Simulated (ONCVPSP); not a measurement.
## Zn: excitation energies, all-electron against ONCV

* Element: zinc (Zn)
* Generator: ONCVPSP 4.0.1
* Type: optimised norm-conserving Vanderbilt (ONCV)
* Functional: LDA (Perdew-Wang 92)
* Relativity: scalar-relativistic
* Frozen core: [Ne]
* Valence charge: 20
* Reference configuration: 3s2 3p6 3d10 (charge +2)
* Partial waves: 3s: rc 1.05 bohr, ncon 4, nbas 7, qcut 13.4 1/bohr, 2 projectors, debl 2.4 Ha; 3p: rc 1.00 bohr, ncon 4, nbas 8, qcut 17.2 1/bohr, 1 projector; 3d: rc 1.25 bohr, ncon 3, nbas 8, qcut 10.3 1/bohr, 2 projectors, debl 3.3 Ha
* Local potential: polynomial inside 0.90 bohr (lpopt 5, dvloc0 0 Ha)
* Core correction: polynomial model core, fcfact 0.25

In the s channel the program set the typed energies aside and used -5.498, 0.250 Ha.

Energies are relative to the spin-unpolarised reference configuration 3s2 3p6 3d10; without spin polarisation the order of configurations can differ from experiment.

```tsv
valence configuration	charge	ΔE all-electron (eV)	error AE − PS (meV)
3s2 3p6 3d10 4s2	0	-28.947	+14
3s2 3p6 3d9	+3	40.896	+61
3s2 3p6 3d9 4s2	+1	-10.738	+120
```

**Question.** What are ΔE and the potential's error for 3s2 3p6 3d10 4s1?

**Answer.** ΔE = -18.763 eV all-electron; the error (AE − PS) is +5.6 meV.

Levels in the configuration 3s2 3p6 3d10 4s2:

| level | all-electron (eV) | pseudo (eV) |
| --- | --- | --- |
| 3s | -128.627 | -128.608 |
| 3p | -83.263 | -83.259 |
| 3d | -10.425 | -10.391 |
| 4s | -6.220 | -6.228 |
